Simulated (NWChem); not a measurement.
System: C4H7N; SMILES C#CCNC

Excerpt of the output:

```
             Northwest Computational Chemistry Package (NWChem) 7.3.0
             --------------------------------------------------------

 C1  symmetry detected

                             Geometry "geometry" -> ""
                             -------------------------

 Output coordinates in angstroms (scale by  1.889725989 to convert to a.u.)

  No.       Tag          Charge          X              Y              Z
 ---- ---------------- ---------- -------------- -------------- --------------
    1 C                    6.0000     0.52127720    -2.26878130    -0.11954465
    2 C                    6.0000    -0.14488402    -1.25451814     0.02695745
    3 C                    6.0000    -0.93295938    -0.03413783     0.23665340
    4 N                    7.0000    -0.36919666     1.12780482    -0.44186958
    5 C                    6.0000     0.86990103     1.60730268     0.14490441
    6 H                    1.0000     1.10457887    -3.16770081    -0.25987142
    7 H                    1.0000    -1.04918013     0.10577957     1.34837826
    8 H                    1.0000    -1.95821135    -0.20596793    -0.15843243
    9 H                    1.0000    -1.07199607     1.87462516    -0.44831724
   10 H                    1.0000     0.80447506     1.86236085     1.23639425
   11 H                    1.0000     1.21980661     2.50731180    -0.39891431
   12 H                    1.0000     1.65489462     0.82976512     0.04002627

 Effective nuclear repulsion energy (a.u.)     157.9144328984

  pbe96 is a nonlocal functional; adding pw91lda local functional.

                                 NWChem DFT Module
                                 -----------------

 Summary of "ao basis" -> "ao basis" (spherical)
 ------------------------------------------------------------------------------
       Tag                 Description            Shells   Functions and Types
 ---------------- ------------------------------  ------  ---------------------
 C                          def2-svp                 6       14   3s2p1d
 N                          def2-svp                 6       14   3s2p1d
 H                          def2-svp                 3        5   2s1p

            General Information
            -------------------
          SCF calculation type: DFT
          Wavefunction type:  closed shell.
          No. of atoms     :    12
          No. of electrons :    38
           Alpha electrons :    19
            Beta electrons :    19
          Charge           :     0
          Spin multiplicity:     1
          Use of symmetry is: off; symmetry adaption is: off
          Maximum number of iterations: 150
          AO basis - number of functions:   105
                     number of shells:    51
          Convergence on energy requested:  1.00D-06
          Convergence on density requested:  1.00D-05
          Convergence on gradient requested:  5.00D-04

              XC Information
              --------------
                          RPBE Exchange Functional  1.000
            Perdew 1991 LDA Correlation Functional  1.000 local
           PerdewBurkeErnz. Correlation Functional  1.000 non-local

             Grid Information
             ----------------
          Grid used for XC integration:  medium
          Radial quadrature: Mura-Knowles
          Angular quadrature: Lebedev.
          Tag              B.-S. Rad. Rad. Pts. Rad. Cut. Ang. Pts.
          ---              ---------- --------- --------- ---------
          C                   0.70       49          12.0       434
          N                   0.65       49          11.0       434
          H                   0.35       45          13.0       434
          Grid pruning is: on
          Number of quadrature shells:   560
          Spatial weights used:  Erf1

      Superposition of Atomic Density Guess
      -------------------------------------

 Sum of atomic energies:        -208.23837677

      Non-variational initial energy
      ------------------------------

 Total energy =    -211.228787
 1-e energy   =    -591.301228
 2-e energy   =     222.158009
 HOMO         =      -0.281882
 LUMO         =       0.036916

     ---------------------------------------------
      Total Density - Mulliken Population Analysis
     ---------------------------------------------

    Atom       Charge   Shell Charges
 -----------   ------   -------------------------------------------------------
    1 C    6     6.46   1.99  0.99  0.64  1.95  0.86  0.03
    2 C    6     5.91   1.99  0.98  0.24  1.90  0.76  0.04
    3 C    6     5.83   1.99  0.94  0.11  1.86  0.88  0.05
    4 N    7     7.53   1.99  1.04  0.49  2.43  1.56  0.02
    5 C    6     6.07   1.99  0.94  0.20  1.94  0.96  0.04
    6 H    1     0.87   0.62  0.22  0.03
    7 H    1     0.91   0.67  0.22  0.02
    8 H    1     0.90   0.67  0.21  0.02
    9 H    1     0.77   0.61  0.12  0.04
   10 H    1     0.94   0.68  0.23  0.02
   11 H    1     0.91   0.68  0.21  0.02
   12 H    1     0.92   0.68  0.21  0.02

   convergence    iter        energy       DeltaE   RMS-Dens  Diis-err
 ---------------- ----- ----------------- --------- --------- ---------
 d= 0,ls=0.0,diis     1   -211.1010697201 -3.69D+02  1.16D-02  4.64D-01
 d= 0,ls=0.0,diis     2   -211.1213372205 -2.03D-02  6.09D-03  3.11D-01
 d= 0,ls=0.0,diis     3   -211.1355006374 -1.42D-02  3.53D-03  1.83D-01
 d= 0,ls=0.0,diis     4   -211.1495856563 -1.41D-02  1.53D-03  6.97D-02
 d= 0,ls=0.0,diis     5   -211.1584746223 -8.89D-03  3.69D-04  1.20D-03
  Resetting Diis
 d= 0,ls=0.0,diis     6   -211.1585900173 -1.15D-04  1.20D-04  2.03D-04
 d= 0,ls=0.0,diis     7   -211.1586150405 -2.50D-05  3.73D-05  3.54D-06
 d= 0,ls=0.0,diis     8   -211.1586147497  2.91D-07  2.20D-05  5.93D-06
 d= 0,ls=0.0,diis     9   -211.1586154524 -7.03D-07  4.33D-06  2.38D-07

         Total DFT energy =     -211.158615452400
      One electron energy =     -595.961732879759
           Coulomb energy =      257.989836112251
    Exchange-Corr. energy =      -31.101151583254
 Nuclear repulsion energy =      157.914432898362

 Numeric. integr. density =       38.000015478346

                       DFT Final Molecular Orbital Analysis
                       ------------------------------------

 Vector   17  Occ=2.000000D+00  E=-2.368862D-01
              MO Center=  1.5D-01, -1.6D+00, -4.9D-02, r^2= 1.8D+00
   Bfn.  Coefficient  Atom+Function         Bfn.  Coefficient  Atom+Function
  ----- ------------  ---------------      ----- ------------  ---------------
     4      0.286403   1 C  px               18      0.281826   2 C  px
     6     -0.224454   1 C  pz                5      0.222629   1 C  py
    20     -0.221762   2 C  pz               19      0.213076   2 C  py
     7      0.161341   1 C  px                8      0.151931   1 C  py
    22      0.149551   2 C  py                9     -0.132491   1 C  pz

 Vector   18  Occ=2.000000D+00  E=-2.298971D-01
              MO Center=  1.0D-01, -1.6D+00, -2.8D-02, r^2= 2.0D+00
   Bfn.  Coefficient  Atom+Function         Bfn.  Coefficient  Atom+Function
  ----- ------------  ---------------      ----- ------------  ---------------
     6      0.364240   1 C  pz               20      0.333543   2 C  pz
     9      0.223352   1 C  pz                4      0.209419   1 C  px
    18      0.202220   2 C  px               23      0.184168   2 C  pz
    81      0.133958   8 H  s                 7      0.130967   1 C  px
    21      0.121776   2 C  px               76     -0.110195   7 H  s

 Vector   19  Occ=2.000000D+00  E=-1.838392D-01
              MO Center= -2.4D-01,  1.0D+00, -2.7D-01, r^2= 1.9D+00
   Bfn.  Coefficient  Atom+Function         Bfn.  Coefficient  Atom+Function
  ----- ------------  ---------------      ----- ------------  ---------------
    48      0.499186   4 N  pz               51     -0.398188   4 N  pz
    45      0.244161   4 N  s                92      0.195561  10 H  s
    91      0.191658  10 H  s                76      0.183309   7 H  s
    77      0.180574   7 H  s                44      0.154116   4 N  s
    47      0.139977   4 N  py               22     -0.135270   2 C  py

 Vector   20  Occ=0.000000D+00  E=-1.631590D-03
              MO Center= -3.0D-01, -6.8D-01, -5.3D-02, r^2= 5.2D+00
   Bfn.  Coefficient  Atom+Function         Bfn.  Coefficient  Atom+Function
  ----- ------------  ---------------      ----- ------------  ---------------
    45      0.646761   4 N  s                31      0.639574   3 C  s
    87     -0.538540   9 H  s                82     -0.508760   8 H  s
    22     -0.486374   2 C  py                7      0.465253   1 C  px
    77     -0.282351   7 H  s                36     -0.276132   3 C  py
     4      0.269712   1 C  px                3     -0.256048   1 C  s

 Vector   21  Occ=0.000000D+00  E= 1.535311D-02
              MO Center= -6.4D-02, -1.4D+00,  1.1D-01, r^2= 3.3D+00
   Bfn.  Coefficient  Atom+Function         Bfn.  Coefficient  Atom+Function
  ----- ------------  ---------------      ----- ------------  ---------------
    77      0.584175   7 H  s                 9      0.563376   1 C  pz
    23     -0.507878   2 C  pz               82     -0.407990   8 H  s
    20     -0.391130   2 C  pz                6      0.359218   1 C  pz
    21     -0.317689   2 C  px               37     -0.236733   3 C  pz
     7      0.213264   1 C  px               31     -0.197977   3 C  s

[...]
```

Level: RPBE/def2-SVP. The geometry was optimised at PBE-D3(BJ)/def2-SVP.

Which NWChem input produces such a log?

This is not unique; one that fits is the input that was run:
```
start job
memory heap 200 mb stack 900 mb global 1100 mb
geometry units angstroms noautoz
  C      0.497907    -2.282399    -0.122211
  C     -0.158496    -1.261038     0.018928
  C     -0.935195    -0.032325     0.222315
  N     -0.351214     1.124440    -0.447904
  C      0.886684     1.589102     0.153164
  H      1.072675    -3.187512    -0.257861
  H     -1.061931     0.106958     1.332970
  H     -1.957938    -0.192050    -0.184188
  H     -1.045560     1.879047    -0.460597
  H      0.812236     1.842988     1.244349
  H      1.252459     2.486098    -0.385163
  H      1.664083     0.803057     0.055373
end
basis spherical
  C library def2-svp
  N library def2-svp
  H library def2-svp
end
dft
  xc rpbe cpbe96
  iterations 150
  mulliken
end
task dft energy
```
